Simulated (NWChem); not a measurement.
## Basis-set convergence for H2Ge

```xyz
3

Ge     0.0000     0.0000     0.0664
H     -1.1425     0.0000    -1.0616
H      1.1425     0.0000    -1.0616
```
Charge 0, spin multiplicity 1.

Program: NWChem. The geometry was optimised at B3LYP/def2-SVP, a minimum by its harmonic frequencies.

Quantity: LUMO energy at the level B3LYP.

The Hamiltonian is non-relativistic. B3LYP has NWChem's definition, with VWN1-RPA local correlation. The Pople sets run with spherical d functions. The structure started from a generated list of species.

| basis | functions | LUMO energy (eV) |
|---|---|---|
| STO-3G | 20 | (withheld) |
| 3-21G | 26 | (withheld) |
| 6-31G* | 36 | -3.28 |
| pcseg-1 | 37 | -3.38 |
| cc-pVDZ | 37 | -3.27 |
| def2-SVP | 42 | -3.27 |
| aug-cc-pVDZ | 54 | -3.38 |
| def2-TZVP | 60 | (withheld) |
| aug-cc-pVTZ | 105 | -3.37 |
| def2-QZVP | 135 | -3.36 |

### Question
Complete the blanks.

### Answer

- STO-3G, LUMO energy (eV): 0.00
- 3-21G, LUMO energy (eV): -3.18
- def2-TZVP, LUMO energy (eV): -3.30
